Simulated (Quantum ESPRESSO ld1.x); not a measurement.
Q: All-electron atom: Hg26+ in [Kr] 4d10 4f8. Method: scalar-relativistic Kohn-Sham, LDA (Slater exchange, Perdew-Zunger correlation), spin-unpolarised, spherical densities, point nucleus; computed with ld1.x of Quantum ESPRESSO 7.5. Some entries of the table are withheld. Estimate them.

orbital,occ.,eigenvalue (hartree),r(max) (bohr)
1s,2,-3084.58,0.01023
2s,2,(1),0.05917
2p,6,-496.807,(2)
3s,2,(3),0.1667
3p,6,-136.539,(4)
3d,10,-113.955,0.1353
4s,2,-56.1362,0.3709
4p,6,-48.8284,(5)
4d,10,-40.2660,0.3907
4f,8,-30.9353,0.3408
5s,0,-27.3387,0.7335
5p,0,-24.5503,(6)

A: 
(1) 2s eigenvalue (hartree): -571.226
(2) 2p r(max) (bohr): 0.04907
(3) 3s eigenvalue (hartree): -158.051
(4) 3p r(max) (bohr): 0.1663
(5) 4p r(max) (bohr): 0.3886
(6) 5p r(max) (bohr): 0.7823
